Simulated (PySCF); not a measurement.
Multinuclear NMR of C$_{4}$H$_{9}$FO$_{3}$Si

Geometry:
| atom | x (Å) | y (Å) | z (Å) |
| --- | --- | --- | --- |
| C1 | 0.832 | 1.554 | -0.529 |
| C2 | 0.246 | 0.392 | -1.317 |
| O3 | 0.785 | -0.847 | -0.998 |
| Si4 | 1.579 | -1.423 | 0.295 |
| C5 | -1.294 | 0.313 | -1.139 |
| F6 | -1.849 | 1.522 | -1.474 |
| C7 | -1.647 | -0.049 | 0.296 |
| O8 | -1.640 | 0.700 | 1.231 |
| O9 | -1.935 | -1.346 | 0.390 |
| H10 | 0.389 | 2.485 | -0.869 |
| H11 | 0.630 | 1.436 | 0.533 |
| H12 | 1.907 | 1.589 | -0.686 |
| H13 | 0.431 | 0.557 | -2.390 |
| H14 | 0.869 | -1.200 | 1.558 |
| H15 | 1.608 | -2.824 | -0.091 |
| H16 | 2.905 | -0.814 | 0.415 |
| H17 | -1.713 | -0.443 | -1.813 |
| H18 | -2.112 | -1.597 | 1.312 |

Non-relativistic Hamiltonian, averaged over atoms made equivalent by symmetry, fast rotation or ring inversion, one conformer, isolated molecule. Shielding tensors at PBE0/pcSseg-1 (GIAO); geometry from GFN2-xTB; PySCF.

Question: Where does $^{19}$F resonate?

Answer: 
| atoms | environment | σ (ppm) | δ (ppm) |
| --- | --- | --- | --- |
| F6 | fluorine on an sp3 carbon | 398.7 | -199.2 |

Shieldings were converted by a linear fit to measured shifts: $^{19}$F: δ = 146.13 − 0.903σ +14.6 on sp3 carbon (rms 6.0 ppm, 223 shifts, 7.0 ppm with the 5 outliers that the fit left out vs CFCl3, solution or neat liquid). A few per cent of atoms miss by over 2 rms, more outside the fitted compound classes.

On a 300 MHz spectrometer $^{19}$F resonates near 282.3 MHz, so 1 ppm is 282.3 Hz.

Question: Predict the $^{29}$Si NMR data.

Answer: 
```csv
atoms,environment,σ (ppm),δ (ppm)
Si4,"silicon bonded to O, 3 H",395.0,-44.7
```

Shieldings were converted by a linear fit to measured shifts: $^{29}$Si: δ = 279.94 − 0.822σ (rms 8.9 ppm, 72 shifts, 25.8 ppm with the 6 outliers that the fit left out vs TMS, solution or neat liquid). Occasional misses reach two or three times the rms, and more in compound classes unlike the fitted ones.

On a 500 MHz spectrometer $^{29}$Si resonates near 99.3 MHz, so 1 ppm is 99.3 Hz.

Question: Where does $^{17}$O resonate?

Answer: 
```csv
atoms,environment,σ (ppm),δ (ppm)
O8,carbonyl oxygen,-111.9,368.6
O9,acid hydroxyl oxygen,116.1,160.9
O3,"oxygen bonded to C, Si",314.6,-19.8
```

Shieldings were converted by a linear fit to measured shifts: $^{17}$O (scatter 10.7 ppm rms, 12.2 ppm with the 3 outliers that the fit left out vs liquid water, solution or neat liquid). Occasional misses reach two or three times the rms, and more in compound classes unlike the fitted ones.

On a 600 MHz spectrometer $^{17}$O resonates near 81.3 MHz, so 1 ppm is 81.3 Hz.

In solution the two oxygens of a carboxylic acid exchange roles by proton transfer and give one 17O line. Hydrogen bonding in solution shields acid and N–H amide carbonyl oxygens by tens of ppm.
